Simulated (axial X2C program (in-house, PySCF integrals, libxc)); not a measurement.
# Testing model relations on OsH

A bond curve at the PBE0 level, two-component, was computed with an in-house relativistic program for diatomic molecules (basis Os dyall-cv3z [13s14p9d6f4g], H dyall-v3z [6s2p1d] (cores contracted in-house)) for the state Ω = 5/2 (⟨Sz⟩ = 1.42, ⟨Lz⟩ = 1.08 at PBE0). Its fit gives Re = 1.5778 Å, ωe = 2256.4 cm⁻¹, ωexe = 36 cm⁻¹ and αe = 1.725e-01 cm⁻¹; the masses are 191.9615 and 1.0078 u. Two-component means X2C with spin–orbit coupling and atomic mean-field Coulomb and Gaunt terms.

Task: Find the reduced mass, Be and the force constant.

Result: From the PBE0 values: μ = 1.0025 u. Be = 16.8576/(μ Re²) = 6.754 cm⁻¹. k = 5.8918×10⁻⁷ μ ωe² = 3.01 mdyn/Å.

Task: Where do the fundamental and the first overtone lie?

Result: ν(1←0) = ωe − 2ωexe = 2184.4 cm⁻¹; ν(2←0) = 2ωe − 6ωexe = 4296.8 cm⁻¹.

Task: Estimate De from a Morse curve and compare with the computed well depth of 2.581 eV to Os + H.

Result: De(Morse) = ωe²/(4ωexe) = 4.384 eV against 2.581 eV computed, a ratio of 1.70. The extrapolation overshoots: the well softens faster than a Morse curve, or the lowest atomic limit lies below the one to which the curve heads.

Task: The dipole moment p changes by 0.66 D/Å at Re. What harmonic infrared intensity follows?

Result: I = 42.256 × (dp/dR)²/μ = 18 km/mol.

Task: Estimate the centrifugal constant by the Kratzer relation.

Result: D = 4Be³/ωe² = 2.42e-04 cm⁻¹.

The state is one determinant whose occupation by symmetry is held fixed; it was picked as the lowest of a PBE0 search that is not exhaustive. Dissociation energies refer to the lowest single-determinant-based atoms at the same level and basis. Density functionals use the spin component along the axis (collinear). Without a current term, density functionals place determinants with orbital angular momentum somewhat too high. With several unpaired electrons one determinant need not be a pure state. The lowest spin-free determinant has another configuration (M_S = 3/2, Λ = 0), so the order of states is uncertain and this need not be the ground state.
